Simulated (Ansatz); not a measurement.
`FB([SiH3])Br` + H₂O → `OB(F)[SiH3]` + HBr at 500 K and 1 bar (formal hydrolysis of a B–Br bond).

Program: Ansatz. Geometries: PBE0-D4/def2-TZVP. ΔE: electronic, gas phase. CCSD(T)/CBS is the MP2 limit (def2-TZVPP, def2-QZVPP) plus CCSD(T) − MP2 in def2-TZVPP, frozen cores. This one scheme is used for every species. For Br outer-core shells are correlated without core-valence functions, which leaves a few kJ/mol of doubt a bond. Scalar relativity is left out up to krypton. Each species was taken in one conformer, which may not be the lowest.

| species | CCSD(T)/CBS energy (Eh) | H − E (kJ/mol) | S (J/(mol·K)) |
| --- | --- | --- | --- |
| `FB([SiH3])Br` | -2988.86296 | 122.2 | 392.4 |
| H₂O | -76.37941 | 73.2 | 206.3 |
| `OB(F)[SiH3]` | -491.34397 | 160.5 | 369.4 |
| HBr | -2573.91920 | 30.5 | 213.7 |

H − E and S are ideal-gas, rigid-rotor, harmonic terms from PBE0-D4/def2-TZVP, for one conformer and one mirror image of each species. 1 Eh = 2625.50 kJ/mol, R = 8.31446 J/(mol·K).

Q: By hand: ΔE, ΔH, ΔS and ΔG.

A: ΔE = (-491.34397) + (-2573.91920) − (-2988.86296) − (-76.37941) = -0.02080 Eh = -54.6 kJ/mol. Δ(H − E) = 160.5 + 30.5 − 122.2 − 73.2 = -4.4, so ΔH = -59.0 kJ/mol. ΔS = 369.4 + 213.7 − 392.4 − 206.3 = -15.6 J/(mol·K). ΔG = -59.0 − 500 × (-15.6)/1000 = -51.2 kJ/mol.

Q: By hand: the equilibrium constant, and the temperature at which ΔG would vanish if ΔH and ΔS stayed fixed.

A: log₁₀ K = −ΔG/(RT ln 10) = 5.3. ΔG = 0 at ΔH/ΔS = 3782 K, far beyond where these terms or the molecules hold.

ΔH outweighs TΔS. A doubt of 5 kJ/mol in ΔE shifts log₁₀ K by 0.5 here. Other conformers and mirror images would add mixing entropy, several J/(mol·K) or more a flexible species. Modes under 60 cm⁻¹, often nearly free rotors, make the harmonic entropy too high. These are equilibria of isolated gas molecules and say nothing of rates. Largest T1 diagnostic: 0.014 (customary marks: 0.02 for closed shells, 0.045 for open ones).
